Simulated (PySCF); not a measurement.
## J couplings in [C8H11]+

Bonds (- single, = double, # triple, : aromatic): C1-C2, C2-C3, C3=C4, C4-C5, C5=C6, C6-C7, C7-C8, C8-C3. C1 carries H9, H10, H11; C2 carries H12, H13; C4 carries H14; C5 carries H15; C6 carries H16; C7 carries H17, H18; C8 carries H19. Formal charges: C8 +1.

Total charge +1.

Couplings: B3LYP/pcJ-1 (without the spin–dipole term) in PySCF 2.14.0 with density-fitted response routines, geometry PBE0-D3(BJ)/def2-SVP; gas phase, one conformer, non-relativistic. Couplings are averaged over pairs made equivalent by symmetry, fast rotation or ring inversion, so a value needn't be that of the named pair in this geometry, while other rotamers aren't included; one pair stands for each set, and the list holds a selection of those of at least 1.5 Hz over up to four bonds.

Isotopes: $^{13}$C, $^{1}$H.

| pair | bonds | J (Hz) |
| --- | --- | --- |
| C1, H9 | 1 | ? |
| C2, C3 | 1 | 44.1 |
| C2, H12 | 1 | 138.0 |
| C3, C4 | 1 | ? |
| C3, C8 | 1 | 59.9 |
| C4, C5 | 1 | ? |
| C4, H14 | 1 | ? |
| C5, C6 | 1 | 60.3 |
| C5, H15 | 1 | 186.8 |
| C6, C7 | 1 | 42.7 |
| C6, H16 | 1 | 186.0 |
| C7, C8 | 1 | 43.4 |
| C7, H17 | 1 | 126.4 |
| C8, H19 | 1 | 181.7 |
| C1, C3 | 2 | -2.3 |
| C6, C8 | 2 | -3.3 |
| C6, H17 | 2 | -1.6 |
| C7, H19 | 2 | 5.2 |
| H12, H13 | 2 | ? |
| H17, H18 | 2 | -34.7 |
| C2, H19 | 3 | 4.2 |
| C3, H15 | 3 | ? |
| C4, H12 | 3 | ? |
| C7, H15 | 3 | 7.4 |
| H15, H16 | 3 | 9.2 |
| H16, H19 | 4 | ? |

Estimate the withheld couplings, with signs.

## Answers


- $^{1}J$(C1,H9) = 137.6 Hz (mean over equivalent pairs that range from 134.4 to 141.8 Hz in this conformer)
- $^{1}J$(C3,C4) = 53.0 Hz (bond length 1.417 Å)
- $^{1}J$(C4,C5) = 54.9 Hz (bond length 1.409 Å)
- $^{1}J$(C4,H14) = 172.4 Hz (bond length 1.096 Å, sp2 carbon)
- $^{2}J$(H12,H13) = -15.0 Hz (angle at C2 106°)
- $^{3}J$(C3,H15) = 6.0 Hz (dihedral angle 180°)
- $^{3}J$(C4,H12) = 6.8 Hz (mean over equivalent pairs that range from 4.6 to 8.9 Hz in this conformer)
- $^{4}J$(H16,H19) = 2.3 Hz
